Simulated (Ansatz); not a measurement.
# Worked example: the interaction energy

The pair of H2 (SMILES [H][H], atoms 1–2) and SiH3F (SMILES [SiH3]F, atoms 3–7), both closed shells, in one local arrangement (a lower one may exist), relaxed at PBE0-D4/def2-TZVP:

```xyz
7
angstrom
H 0.0874 -0.0286 -2.6269
H 0.5578 0.0298 -3.2035
Si -0.1031 0.0091 1.1366
F -1.1061 -0.3637 2.3258
H -0.8704 0.0206 -0.1312
H 0.9658 -1.0157 1.0886
H 0.4685 1.3483 1.4107
```

Both fragments are computed in the basis of the whole pair.

Program: Ansatz 0.2.0. Basis: def2-TZVPPD and def2-QZVPPD. Cores are frozen in the correlated methods.

Energies in eV:

| quantity | pair | first fragment | second fragment |
| --- | --- | --- | --- |
| Hartree–Fock, triple zeta (X = 3) | -10649.59355 | -30.82946 | -10618.77314 |
| Hartree–Fock, quadruple zeta (X = 4) | -10649.98968 | -30.84375 | -10619.15488 |
| MP2 correlation, X = 3 | -11.35617 | -0.86479 | -10.47768 |
| MP2 correlation, X = 4 | -12.27432 | -0.90120 | -11.35868 |
| CCSD(T) correlation, X = 3 | -12.45398 | -1.07550 | -11.36326 |

Problem. Work out the interaction energy at the basis limit: extrapolate Hartree–Fock as E(X) = E∞ + A exp(−7.88 √X) and the MP2 correlation as E(X) = E∞ + B X^−2.97 (the exponents that Neese and Valeev fitted for def2-TZVPP and QZVPP, reused here for the diffuse sets), then add CCSD(T) − MP2 in triple zeta.

Solution. Each step is linear, so take the differences first (pair − first fragment − second fragment): Hartree–Fock 0.00905 (X = 3) and 0.00895 (X = 4); MP2 correlation -0.01370 and -0.01444; CCSD(T) correlation -0.01522.
Two points give E∞ = E(4) + w [E(4) − E(3)], with w = 1/(exp(7.88 (2 − √3)) − 1) = 0.1377 for Hartree–Fock and w = 1/((4/3)^2.97 − 1) = 0.7407 for the correlation.
Hartree–Fock: 0.00895 + 0.1377 × (-0.00010) = 0.0089 eV.
MP2 correlation: -0.01444 + 0.7407 × (-0.00074) = -0.0150 eV.
CCSD(T) − MP2: -0.01522 − (-0.01370) = -0.0015 eV.
Sum: 0.0089 + (-0.0150) + (-0.0015) = -0.0076 eV, or -0.18 kcal/mol. Plain CCSD(T) in triple zeta gives -0.0062 eV, so the larger basis shifts the result by -0.0014 eV.

T1 diagnostic: at most 0.012.

For scale, one of the runs: CCSD(T)/def2-TZVPPD, 173 basis functions, launched by `ansatz run in.yaml --threads 2 --pin off --events-out ev --progress --plain --max-ram 5222MiB`. Hardware: 2 CPU threads of an Intel Xeon 6975P-C, shared host. Wall time 10 s; peak host memory 1.6 GiB.
